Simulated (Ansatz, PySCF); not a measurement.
Gas-phase reaction (SMILES): C=C[Si](Cl)(Cl)C=C [dichloro-bis(ethenyl)silane] + 8 [H][H] (H2) → 4 C (CH4) + 2 Cl (HCl) + [SiH4] (SiH4); energy of full hydrogenation.

Each molecule is optimised on its own at B3LYP-D3(BJ)/def2-TZVP (Ansatz, a first-principles code), one conformer each, not searched for the lowest. Valence correlation only, unless marked. Spin-orbit coupling is left out. No relativistic terms. Basis-set limits of correlation are two-point, X^-3; Hartree-Fock from the larger set. Thermal terms are rigid-rotor harmonic-oscillator values from B3LYP-D3(BJ) frequencies (PySCF) at 298.15 K and 1 atm. 1 Eh = 627.5095 kcal/mol.

| species | E, CCSD(T)/CBS(cc-pV(T+d)Z,cc-pV(Q+d)Z) (Ansatz) (Eh) | E, PBE0-D4/def2-TZVPD (Ansatz + dftd4) (Eh) | H - E (Eh) |
|---|---|---|---|
| C=C[Si](Cl)(Cl)C=C | -1364.51829 | -1365.49370 | 0.09965 |
| [H][H] (H2) | -1.17450 | -1.16831 | 0.01336 |
| C (CH4) | -40.45816 | -40.47492 | 0.04840 |
| Cl (HCl) | -460.37849 | -460.66608 | 0.01000 |
| [SiH4] (SiH4) | -291.45815 | -291.75741 | 0.03520 |

Q: Work out ΔE and ΔH at 298.15 K at the first level, then ΔH at the second.

A: 
1. ΔE = [4×(-40.45816) + 2×(-460.37849) + (-291.45815)] - [(-1364.51829) + 8×(-1.17450)] = -0.13348 Eh = -83.8 kcal/mol at CCSD(T)/CBS(cc-pV(T+d)Z,cc-pV(Q+d)Z).
2. The terms H - E add up to 0.04227 Eh, so ΔH = (-0.13348 + (0.04227))×627.5095 = -57.2 kcal/mol.
3. At PBE0-D4/def2-TZVPD the same steps give ΔE = -93.5 and ΔH = -67.0 kcal/mol, a shift of -9.8 from the first level.
4. These values are not checked against measurement here, since the tables used lack a sound gas-phase enthalpy of formation for at least one species.
